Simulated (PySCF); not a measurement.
B(F)(Cl)(NMe2) (C2H6BClFN), SMILES CN(C)B(F)Cl.

Geometry optimised at B3LYP-D3(BJ)/def2-SVP. The values are those of a single conformer.

Two levels are set side by side: PBE/def2-TZVP (PySCF) and r2SCAN/def2-TZVP (PySCF). Same geometry, gas phase. Differences are taken from unrounded values.

```json
[
 {"quantity": "orbital gap (eV)", "r2SCAN": "6.68"},
 {"quantity": "highest occupied level (eV)", "r2SCAN": "-6.39"},
 {"quantity": "lowest empty level (eV)", "r2SCAN": "0.28"},
 {"quantity": "dipole moment (D)", "r2SCAN": "2.92"},
 {"quantity": "mean polarisability (bohr³)", "r2SCAN": "59.5"}
]
```

Q: What does PBE give, and how far is it from r2SCAN? (Estimate from the structure and the level; the computed values follow.)

A: 
```tsv
quantity	PBE	PBE minus r2SCAN
orbital gap (eV)	6.04	-0.64
highest occupied level (eV)	-6.15	0.25
lowest empty level (eV)	-0.11	-0.39
dipole moment (D)	2.89	-0.03
mean polarisability (bohr³)	61.3	1.8
```

Rough cost on one machine, each run with all the roots and properties that it gave: r2SCAN against PBE about 3 times.
